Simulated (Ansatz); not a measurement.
Reaction (formal exchange of groups at the Sb–Ge bond): `[GeH3][SbH2]` + `CCNC=S` → `CC[NH][SbH2]` + `S=[CH][GeH3]`

Calculated with Ansatz (gas phase, PBE0-D4/def2-TZVP geometries, no zero-point term in ΔE). CBS: MP2 limit from def2 TZ/QZ plus the TZ coupled-cluster correction, frozen cores. DFT in def2-TZVPP. Elements past krypton have def2 core potentials. For Ge, Sb outer-core shells are correlated without core-valence functions, which leaves a few kJ/mol of doubt a bond. Scalar relativity is left out up to krypton. One conformer a species, not always the lowest.

| level | ΔE (kcal/mol) |
| --- | --- |
| PBE | 36.6 |
| HF/def2-QZVPP | 32.9 |

(1) What does CCSD(T)/CBS give? (Best estimate.)

Largest T1 diagnostic among the species: 0.015.

## Answers

(1) Ansatz gave: +28.6 kcal/mol. The listed levels differ from it by 8.0, 4.3 kcal/mol.

The D4 term adds −0.8 kcal/mol with B3LYP and −0.4 kcal/mol with PBE0; it sums over pairs of atoms, weighted by their polarisabilities, and B3LYP, whose exchange is more repulsive, gets the larger term. In def2-TZVPP, CCSD(T) changes the Hartree–Fock value by −5.0 kcal/mol (the triples alone add −0.2 kcal/mol) and MP2 by −3.9 kcal/mol.

B3LYP here is the variant with VWN-RPA as its local correlation; programs differ in this.
